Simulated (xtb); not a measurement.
A run for xtb: GFN1-xTB on CH4GeO2 (a complex), monomers drawn apart or pushed together.

```
$ xtb mol.xyz --gfn 1 --sp --chrg 0 --uhf 0
8

O      0.50536963    -0.83131025    -0.63911488
C     -0.45256970    -0.62919458    -0.01865846
O     -1.41230485    -0.42745232     0.60109435
Ge     0.20054676     0.28539610     3.27884614
H     -0.60914099    -0.98525230     3.56997889
H      1.06542543     0.06063485     2.02706794
H      1.11977073     0.59712753     4.46917866
H     -0.74961496     1.46515940     3.03511161
```

The log:

```
[...]
           -------------------------------------------------
          |                Calculation Setup                |
           -------------------------------------------------



molecular fragmentation (1/2 indicates fragments):
11122222
# atoms in fragment 1/2:     3     5
 fragment masses (1/2) :       44.01       76.66
CMA distance (Bohr)    :   6.584
constraining FC (au)   :  0.0500

           -------------------------------------------------
          |                 G F N 1 - x T B                 |
           -------------------------------------------------

        Reference                      10.1021/acs.jctc.7b00118
      * Hamiltonian:
        H0-scaling (s, p, d)           1.850000    2.250000    2.000000
        zeta-weighting                 0.000000
      * Dispersion:
        s8                             2.400000
        a1                             0.630000
        a2                             5.000000
        s9                             0.000000
      * Repulsion:
        kExp                           1.500000
        rExp                           1.000000
      * Coulomb:
        alpha                          2.000000
        third order                    atomic
        anisotropic                    false
      * Halogen bond correction:
        rad-scale                      1.300000
        damping                        0.440000


          ...................................................
          :                      SETUP                      :
          :.................................................:
          :  # basis functions                  30          :
          :  # atomic orbitals                  29          :
          :  # shells                           17          :
          :  # electrons                        24          :
          :  # halogen bonds                     0          :
          :  max. iterations                   250          :
          :  Hamiltonian                  GFN1-xTB          :
          :  restarted?                      false          :
          :  GBSA solvation                  false          :
          :  PC potential                    false          :
          :  electronic temp.          300.0000000     K    :
          :  accuracy                    1.0000000          :
          :  -> integral cutoff          0.2500000E+02      :
          :  -> integral neglect         0.1000000E-07      :
          :  -> SCF convergence          0.1000000E-05 Eh   :
          :  -> wf. convergence          0.2000000E-04 e    :
          :  Broyden damping             0.4000000          :
          :  net charge                          0          :
          :  unpaired electrons                  0          :
          ...................................................

 iter      E             dE          RMSdq      gap      omega  full diag
   1    -15.2883272 -0.152883E+02  0.643E+00    7.81       0.0  T
   2    -15.4740533 -0.185726E+00  0.342E+00    5.84       1.0  T
   3    -15.4890613 -0.150079E-01  0.187E+00    6.34       1.0  T
   4    -15.4912286 -0.216735E-02  0.296E-01    5.34       1.0  T
   5    -15.4917186 -0.489994E-03  0.127E-01    5.54       1.0  T
   6    -15.4918001 -0.815312E-04  0.773E-02    5.55       1.0  T
   7    -15.4918345 -0.343854E-04  0.385E-02    5.58       1.0  T
   8    -15.4918470 -0.124432E-04  0.464E-03    5.58       7.6  T
   9    -15.4918472 -0.216075E-06  0.562E-04    5.58      62.9  T
  10    -15.4918472 -0.215916E-08  0.264E-04    5.58     133.8  T
  11    -15.4918472 -0.630912E-09  0.514E-05    5.58     688.4  T
  12    -15.4918472 -0.204530E-10  0.204E-05    5.58    1735.5  T

   *** convergence criteria satisfied after 12 iterations ***

         #    Occupation            Energy/Eh            Energy/eV
      -------------------------------------------------------------
         1        2.0000           -0.9107409             -24.7825
       ...           ...                  ...                  ...
         6        2.0000           -0.6741769             -18.3453
         7        2.0000           -0.6726702             -18.3043
         8        2.0000           -0.6129048             -16.6780
         9        2.0000           -0.6125200             -16.6675
        10        2.0000           -0.4890128             -13.3067
        11        2.0000           -0.4881032             -13.2820
        12        2.0000           -0.4876346             -13.2692 (HOMO)
        13                         -0.2824318              -7.6854 (LUMO)
        14                         -0.2815458              -7.6613
        15                         -0.2604107              -7.0861
        16                         -0.2559557              -6.9649
        17                         -0.2363915              -6.4325
       ...                                ...                  ...
        29                          1.4519390              39.5093
      -------------------------------------------------------------
                  HL-Gap            0.2052029 Eh            5.5839 eV
             Fermi-level           -0.3850332 Eh          -10.4773 eV

 SCC (total)                   0 d,  0 h,  0 min,  0.009 sec
 SCC setup                      ...        0 min,  0.000 sec (  2.130%)
 Dispersion                     ...        0 min,  0.000 sec (  0.591%)
 classical contributions        ...        0 min,  0.000 sec (  0.272%)
 integral evaluation            ...        0 min,  0.002 sec ( 23.661%)
 iterations                     ...        0 min,  0.003 sec ( 32.636%)
 molecular gradient             ...        0 min,  0.004 sec ( 38.818%)
 printout                       ...        0 min,  0.000 sec (  1.751%)

         :::::::::::::::::::::::::::::::::::::::::::::::::::::
         ::                     SUMMARY                     ::
         :::::::::::::::::::::::::::::::::::::::::::::::::::::
         :: total energy             -15.356318933304 Eh    ::
         :: gradient norm              0.068939466777 Eh/a0 ::
         :: HOMO-LUMO gap              5.583854662903 eV    ::
         ::.................................................::
         :: SCC energy               -15.491847183006 Eh    ::
         :: -> electrostatic           0.092790372838 Eh    ::
         :: repulsion energy           0.137513708984 Eh    ::
         :: dispersion energy         -0.001985459282 Eh    ::
         :: halogen bond corr.         0.000000000000 Eh    ::
         :: add. restraining           0.000000000000 Eh    ::
         :: total charge              -0.000000000000 e     ::
         :::::::::::::::::::::::::::::::::::::::::::::::::::::

           -------------------------------------------------
          |                Property Printout                |
           -------------------------------------------------

    * Orbital Energies and Occupations

         #    Occupation            Energy/Eh            Energy/eV
      -------------------------------------------------------------
         1        2.0000           -0.9107409             -24.7825
         2        2.0000           -0.8970952             -24.4112
         3        2.0000           -0.7376177             -20.0716
         4        2.0000           -0.7292512             -19.8439
         5        2.0000           -0.7288485             -19.8330
         6        2.0000           -0.6741769             -18.3453
         7        2.0000           -0.6726702             -18.3043
         8        2.0000           -0.6129048             -16.6780
         9        2.0000           -0.6125200             -16.6675
        10        2.0000           -0.4890128             -13.3067
Note: The following floating-point exceptions are signalling: IEEE_DENORMAL
normal termination of xtb
        11        2.0000           -0.4881032             -13.2820
        12        2.0000           -0.4876346             -13.2692 (HOMO)
        13                         -0.2824318              -7.6854 (LUMO)
        14                         -0.2815458              -7.6613
        15                         -0.2604107              -7.0861
        16                         -0.2559557              -6.9649
        17                         -0.2363915              -6.4325
        18                         -0.2308909              -6.2829
        19                         -0.2049169              -5.5761
        20                         -0.0889999              -2.4218
        21                         -0.0885886              -2.4106
        22                         -0.0868725              -2.3639
        23                         -0.0721791              -1.9641
       ...                                ...                  ...
        29                          1.4519390              39.5093
      -------------------------------------------------------------
                  HL-Gap            0.2052029 Eh            5.5839 eV
             Fermi-level           -0.3850332 Eh          -10.4773 eV

  Mulliken/CM5 charges         n(s)   n(p)   n(d)
     1O    -0.35931 -0.40240   1.715  4.645  0.000
     2C     0.74608  0.82788   0.922  2.332  0.000
     3O    -0.35808 -0.40315   1.712  4.646  0.000
     4Ge    0.11531 -0.11987   1.460  2.187  0.238
     5H    -0.03232  0.02773   1.032  0.000  0.000
     6H    -0.04736  0.01518   1.047  0.000  0.000
     7H    -0.03363  0.02533   1.034  0.000  0.000
     8H    -0.03069  0.02931   1.031  0.000  0.000

Wiberg/Mayer (AO) data.
largest (>0.10) Wiberg bond orders for each atom

 ---------------------------------------------------------------------------
     #   Z sym  total        # sym  WBO       # sym  WBO       # sym  WBO
 ---------------------------------------------------------------------------
     1   8 O    2.262 --     2 C    1.938     3 O    0.311
     2   6 C    3.844 --     1 O    1.938     3 O    1.909
     3   8 O    2.281 --     2 C    1.909     1 O    0.311
     4  32 Ge   3.728 --     7 H    0.916     5 H    0.916     8 H    0.916
                             6 H    0.914
     5   1 H    0.996 --     4 Ge   0.916
     6   1 H    0.994 --     4 Ge   0.914
     7   1 H    0.995 --     4 Ge   0.916
     8   1 H    0.996 --     4 Ge   0.916
 ---------------------------------------------------------------------------

Topologies differ in total number of bonds
Writing topology from bond orders to xtbtopo.mol

 dipole moment from electron density (au)
     X       Y       Z
  -0.0524  -0.0530  -0.1882  total (Debye):    0.514


           -------------------------------------------------
          | TOTAL ENERGY              -15.356318933304 Eh   |
          | GRADIENT NORM               0.068939466777 Eh/α |
          | HOMO-LUMO GAP               5.583854662903 eV   |
           -------------------------------------------------

------------------------------------------------------------------------
------------------------------------------------------------------------
 total:
 SCF:
```

The run finished.

Cost: very roughly 0.05 core-seconds.
